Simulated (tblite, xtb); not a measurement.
S8, charge +1, doublet, geometry from GFN2-xTB (a state made from the parent by changing its charge; the spin is typed, not shown lowest). Base run: GFN1-xTB (xtb 6.7.1).

Input for xtb:
```
$ xtb mol.xyz --gfn 1 --chrg 1 --uhf 1 --json

# file mol.xyz
8

S      1.76055882    -1.74117587     0.04334133
S      1.54071667    -0.06255941     1.20549792
S      1.91603607     1.56897282     0.01641017
S      0.13307178     1.97084334    -0.97062171
S     -1.35019835     1.70613216     0.43979299
S     -2.44338084     0.11263017    -0.26242959
S     -1.50382919    -1.56470609     0.46640432
S     -0.05297496    -1.99013712    -0.93839543
```

Programs used: tblite, xtb; a row that names a program was run with it.

Variants of this job, named by their change:

```json
[
 {"change": "base", "ΔE vs base (mEh)": "0.000", "SCF cycles": "10"},
 {"change": "acc = 0.0001", "ΔE vs base (mEh)": "0.000", "SCF cycles": "13"},
 {"change": "acc = 0.1", "ΔE vs base (mEh)": "0.000", "SCF cycles": "10"},
 {"change": "file = coord", "ΔE vs base (mEh)": "0.000", "SCF cycles": "10"},
 {"change": "program = tblite; method = gfn1; option = (--guess, eeq)", "ΔE vs base (mEh)": "0.000", "SCF cycles": "-"},
 {"change": "etemp = 1000", "ΔE vs base (mEh)": "-0.216", "SCF cycles": "10"},
 {"change": "alpb = dmso", "ΔE vs base (mEh)": "-80.109", "SCF cycles": "10"},
 {"change": "program = tblite; method = gfn1", "ΔE vs base (mEh)": "0.000", "SCF cycles": "-"},
 {"change": "program = tblite; method = gfn1; option = (--etemp, 2000)", "ΔE vs base (mEh)": "-2.598", "SCF cycles": "-"}
]
```

ALPB and GBSA are two models with their own fitted parameters for each solvent, which aren't always the measured dielectric constant.
